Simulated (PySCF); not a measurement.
Run record: geometry optimisation, `B[Si@H]([SiH3])[GeH3]`.

Method: PBE0-D3(BJ)/def2-SVP geometry optimisation, gas phase (PySCF 2.14.0). Start geometry: GFN2-xTB. The input is one job of a driver script: a line of settings, then coordinates in Å.

Command:
```bash
OMP_NUM_THREADS=1 python probes_run.py task.json out
```

Input:
```
{"job": {"xc": "PBE0", "basis": "def2-SVP", "d3": "d3bj", "grid": 1, "shake": 0.01, "kind": "geom"}, "charge": 0, "multiplicity": 1}
B     -0.221780     1.990650     0.984980
Si    -0.105240     0.594280    -0.332990
Si    -1.824530    -1.002890    -0.218090
Ge     1.957180    -0.596760    -0.040440
H     -0.422730     3.128900     0.678830
H     -0.167450     1.775260     2.121470
H     -0.019790     1.027140    -1.746720
H     -1.643730    -2.066180    -1.202350
H     -3.125900    -0.393860    -0.403680
H     -1.848030    -1.647030     1.116570
H      2.077580    -1.291660     1.300650
H      2.168140    -1.725530    -0.998660
H      3.182100     0.190810    -0.148500
```

Output:
```
step   0  E = -2685.18816634  max force = 0.025103
step   1  E = -2685.19831592  max force = 0.012799
step   2  E = -2685.19942815  max force = 0.003224
step   3  E = -2685.19951640  max force = 0.000538
step   4  E = -2685.19953518  max force = 0.000397
step   5  E = -2685.19954559  max force = 0.000471
step   6  E = -2685.19955196  max force = 0.000321
optimisation converged
```

Energies in Eh; «max force» is the largest Cartesian gradient component in Eh/bohr.

**Question.** How much energy does the optimisation release, in eV?

**Answer.** E(step 0) − E(last step) = 0.011386 Eh, which is 0.310 eV.

**Question.** Give the first gradient maximum in eV/Å.

**Answer.** With 1 Eh/bohr = 51.422 eV/Å, 1.291 eV/Å.

Summary of the converged run: final energy -2685.19955 Eh after 6 steps; dipole 0.18 D.

**Question.** Where do the atoms end?

**Answer.** 0.114 Å rms from the input after alignment:
```
atom  x, y, z in Å
B1     0.2507    2.0129    0.9054
Si2    0.3911    0.5710   -0.4651
Si3   -1.3612   -0.9624   -0.1347
Ge4    2.3798   -0.6924   -0.0422
H5     0.1606    3.1846    0.6276
H6     0.2567    1.6988    2.0733
H7     0.3940    1.0194   -1.8948
H8    -1.2478   -2.0890   -1.1118
H9    -2.6978   -0.3133   -0.3058
H10   -1.2688   -1.5126    1.2529
H11    2.3182   -1.2729    1.3836
H12    2.4851   -1.8554   -1.0476
H13    3.6445    0.1796   -0.1653
```

**Question.** How long does this job take on Arm Neoverse V1, one thread (shared host)? And the peak memory of the process?

**Answer.** About 57 s, with 0.54 GiB resident at the peak, the Python interpreter and its libraries included.
Labels such as C1 count atoms from 1, the log's own numbers from 0.
